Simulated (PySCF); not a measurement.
ZrBr₃, SMILES [Br][Zr]([Br])[Br] (connectivity only; charge and spin as stated), neutral, multiplicity 2.

Geometry optimised at PBE-D3(BJ)/def2-SVP. The multiplicity is an assumed one; other spin states were not compared. The def2 effective core potentials stand for the cores of Zr; spin–orbit coupling is left out.

Level of theory: PBE-D3(BJ)/def2-SVP in PySCF.

Frequencies are harmonic and unscaled.

Modes within 1.5 cm⁻¹ of each other (mostly degenerate sets) share a row, with their intensities summed.

Q: Give all harmonic wavenumbers and intensities. (The exact figures need the calculation; the answer reports its results.)

A: 
| mode | ν (cm⁻¹) | IR (km/mol) | moving atoms (share of kinetic energy) |
|---|---|---|---|
| 1 | 44 | 2.6 | Zr 72 %, Br 28 % |
| 2–3 | 54 | 0.2 | Br 87 %, Zr 13 % |
| 4 | 216 | 0.0 | Br 100 % |
| 5–6 | 315 | 116.8 | Zr 60 %, Br 40 % |
